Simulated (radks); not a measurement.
Q: Radial electron density D(r) = 4 pi r^2 rho(r) of an atom or ion with 53 electrons. Method: Dirac Kohn-Sham, Wu-Cohen GGA, spin-unpolarised, spherical densities, finite nucleus; Fermi nuclear charge, rms radius of each element as measured or else 0.836 A^(1/3) + 0.57 fm; computed with a radial shooting solver on a logarithmic mesh with Libxc functionals.

r (bohr)  D(r) (e/bohr)
0.001941          6.055
0.002589          9.615
0.003453          14.92
0.004606          22.46
0.006143          32.47
0.008194          44.50
0.01102           57.19
0.01469           66.67
0.0196            69.87
0.02614           66.13
0.03486           61.01
0.0465            64.28
0.06201           78.47
0.08271           88.86
0.1103            79.43
0.1471            64.08
0.1962            68.56
0.2617            73.49
0.3491            48.94
0.4656            25.56
0.621             27.15
0.8283            25.22
1.114             12.93
1.485             6.213
1.981             4.282
2.642             2.520
3.524            0.9226
4.7              0.1932
6.269           0.02260
8.361          0.001171

What is the nuclear charge?

A: Z = 53. The innermost maximum, from 1s, lies near gamma/Z bohr with gamma = sqrt(1 - (Z/c)^2) = 0.922, here 0.0174 bohr (found: 0.0191), and its height grows with Z. The density is that of neutral iodine in [Kr] 4d10 5s2 5p5; the configuration itself is not fixed sharply by these data, and Z only to a few units. D(r) has 4 maxima, at r = 0.0191, 0.0840, 0.242, 0.695 bohr, and minima at 0.0375, 0.159, 0.508 bohr, inside which lie 2.03, 11.19, 28.93 electrons.
